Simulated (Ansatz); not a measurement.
C$_{2}$H$_{7}$GaGe, SMILES `C=[CH][GaH][GeH3]`. Total charge 0; spin multiplicity 1.

```csv
atom,x (Å),y (Å),z (Å)
C1,0.780,0.740,1.743
C2,1.412,0.860,0.575
Ga3,0.643,0.146,-1.072
Ge4,-1.520,-0.993,-0.970
H5,-0.184,0.243,1.826
H6,1.189,1.131,2.672
H7,2.374,1.371,0.569
H8,1.397,0.299,-2.444
H9,-2.559,-0.294,-1.869
H10,-1.406,-2.445,-1.476
H11,-2.125,-1.059,0.446
```

**Question.** List the harmonic frequencies (cm⁻¹, unscaled) at PBE0-D4/def2-TZVP in Ansatz. (Best estimate.)

**Answer.** Ansatz gave: 45, 85, 93, 246, 272, 323, 401, 428, 531, 572, 616, 797, 885, 886, 1008, 1018, 1055, 1280, 1435, 1646, 1948, 2123, 2129, 2129, 3114, 3139, 3195.

**Question.** Is this a minimum?

**Answer.** Yes, all 27 modes are real.

**Question.** Give the ideal-gas thermochemistry at 298.15 K and 1 bar (rigid rotor, harmonic oscillator; point group Cs, symmetry number 1).

**Answer.** Zero-point energy 187.8 kJ/mol; H(298) − E = 211.2 kJ/mol; entropy 379.6 J/(mol·K), of which translation 173.2, rotation 117.8, vibration 88.6; G(298) − E = 98.0 kJ/mol. Modes under 100 cm⁻¹ are hindered rotations or soft bends, so the harmonic entropy is rough.

**Question.** And at 400, 500, 600, 800 and 1000 K?

**Answer.** 
```csv
T (K),H − E (kJ/mol),S (J/mol/K),G − E (kJ/mol)
400,224.3,417.2,57.4
500,239.0,449.9,14.0
600,255.2,479.4,-32.5
800,291.1,530.9,-133.6
1000,330.6,575.0,-244.3
```

**Question.** Rotational constants (cm⁻¹)?

**Answer.** 0.16, 0.04703, 0.03684.
